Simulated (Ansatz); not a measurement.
Consider the ligand exchange at the Si–C bond: `C[SiH](O)C(N)=O` + PH₃ → `C[SiH](O)P` + `NC=O`.

Program: Ansatz. Geometries: PBE0-D4/def2-TZVP. ΔE: electronic, gas phase. CCSD(T)/CBS adds triple-zeta CCSD(T) − MP2 to the extrapolated MP2 energy (def2 sets, frozen cores). This one scheme is used for every species. Functionals use def2-TZVPP. One conformer a species, not always the lowest.

```
  level  ΔE (kJ/mol)
 PBE-D4        -26.4
PBE0-D4        -28.1
 B2PLYP        -22.3
    PBE        -27.4
```

Task: What does CCSD(T)/CBS give? (Estimate.)

Result: The calculation gave: -23.3 kJ/mol. The listed levels differ from it by -3.1, -4.8, 1.0, -4.1 kJ/mol.

Largest T1 diagnostic among the species: 0.016.
